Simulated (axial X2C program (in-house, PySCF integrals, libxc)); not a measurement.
# SrF⁺: cheaper levels and CCSD(T), two-component

All values were computed with an axial X2C code built on PySCF integrals. Two-component (2c) means X2C with spin–orbit coupling and atomic mean-field two-electron Coulomb and Gaunt terms. Basis: Sr dyall-cv3z [13s12p8d5f1g], F dyall-av3z [7s6p3d2f] (cores contracted in-house); Gaussian nuclei, density fitting, unrestricted open shells. Masses: Sr 87.906 u, F 18.998 u.

State: Ω = 0 (closed shell); fragments Sr+ + F.

| level | Re (Å) | ωe (cm⁻¹) | De (eV) |
| --- | --- | --- | --- |
| PBE0 | 1.986 | 593.1 | 5.78 |
| HF | 2.018 | 579.7 | 3.81 |
| MP2 | 2.042 | 555.0 | 6.11 |
| CCSD | 2.038 | 561.1 | 5.64 |
| BP86 | 1.997 | 580.6 | 6.10 |

Correlated methods: 8 electrons correlated (number of frozen shells: Sr 4 s, 3 p, 1 d; F 1 s), 262 virtual spin orbitals or spinors in MP2, 86 natural virtuals in coupled cluster.

CCSD(T), same Hamiltonian and basis:

Re = 2.041 Å, ωe = 556.8 cm⁻¹, De = 5.78 eV; T1 = 0.015 (Lee–Taylor normalisation).

Give the differences from CCSD(T) in the columns below.



```
level  ΔRe (Å)  Δωe (cm⁻¹)  ΔDe (eV)
 PBE0   -0.055          36      0.00
   HF   -0.023          23     -1.97
  MP2    0.001          -2      0.33
 CCSD   -0.003           4     -0.14
 BP86   -0.044          24      0.32
```

One determinant describes the state; a PBE0 search over occupations chose it and may have missed a lower one. Closed shells are restricted here (equal orbitals for both partners); the stretched side of such a curve lies too high. Dissociation energies refer to the lowest single-determinant-based atoms at the same level and basis. CCSD and (T) use frozen natural virtuals with an MP2 correction for the truncation; (T) itself is uncorrected, so its De runs slightly low. In 2c an atomic determinant is not the ground J level, so De misses part of the atomic spin–orbit lowering. This holds for PBE0, BP86. Without a current term, density functionals place determinants with orbital angular momentum somewhat too high. The outer-core s and p shells of the metal are frozen in the correlated rows, which leaves out core–valence correlation; for alkali and alkaline-earth bonds that tends to lengthen them. With the outer-core shells frozen, correlated bond lengths of heavy atoms tend to come out a few hundredths of an ångström too long.
